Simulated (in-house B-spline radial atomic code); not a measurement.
Atomic self-consistent-field run: Mn (an excited or competing configuration). Level of theory: non-relativistic LC-wPBE, spin-polarised, spherical fractional occupations, exact exchange averaged over the configuration, point nucleus; calculated with an all-electron radial atomic-structure program (B-spline basis).

Command:
```bash
python run_scf.py task.json out
```
Settings:
```
Z                25
configuration    [Ar] 3d5 4s1 4p1
hamiltonian      nr
method           lc_wpbe
spin_polarised   True
exact_exchange   averaged over the configuration
```

Output (hartree, bohr):
```
 radial grid: 57 intervals, B-splines of order 8, outer radius 50 bohr

 iter        energy (Eh)    residual
    1       -1138.058408    3.75e-01
    2       -1143.406128    4.89e-01
    3       -1150.186653    1.15e-01
    4       -1150.676801    4.41e-02
    5       -1150.729002    9.72e-03
    6       -1150.731469    7.58e-03
    7       -1150.733178    2.23e-03
    8       -1150.733307    6.58e-04
    9       -1150.733319    7.97e-05
   10       -1150.733320    8.55e-06
   11       -1150.733320    6.53e-07
   12       -1150.733320    8.91e-08

 total energy                     -1150.73332
 kinetic                            1149.7751
 electron-nucleus                  -2733.8169
 Hartree                             485.0833
 exact exchange                       -5.1620
 exchange-correlation                -46.6129

 orbital      occ     eigenvalue          <r>       <r^2>       <1/r>       r_max
 1s up      1.000      -234.4639    0.0615574  0.00508197     24.5222     0.04053
 1s down    1.000      -234.4632    0.0615572   0.0050819     24.5222     0.04053
 2s up      1.000       -27.1789     0.282618   0.0942755     5.21804      0.2352
 2s down    1.000       -27.1021      0.28214   0.0939316     5.22716       0.235
 2p up      3.000       -23.3151     0.248523   0.0759133     5.16538      0.1896
 2p down    3.000       -23.2562     0.247972   0.0755364      5.1741      0.1894
 3s up      1.000        -3.4156     0.860556     0.85489     1.63803      0.7437
 3s down    1.000        -3.2210     0.863902    0.862219     1.63025      0.7447
 3p up      3.000        -2.3113     0.910387    0.979156      1.5101      0.7559
 3p down    3.000        -2.1016     0.911892    0.981861     1.50573      0.7565
 3d up      5.000        -0.5357      1.17027     1.80962     1.15349      0.7588
 4s up      1.000        -0.3613      3.02248     10.5546    0.430007        2.49
 4p up      1.000        -0.1934      3.88808     17.6428    0.331412        3.15
```

Run time, properties included: 0.39 s on 1 thread of Intel(R) Xeon(R) 6975P-C (shared host).
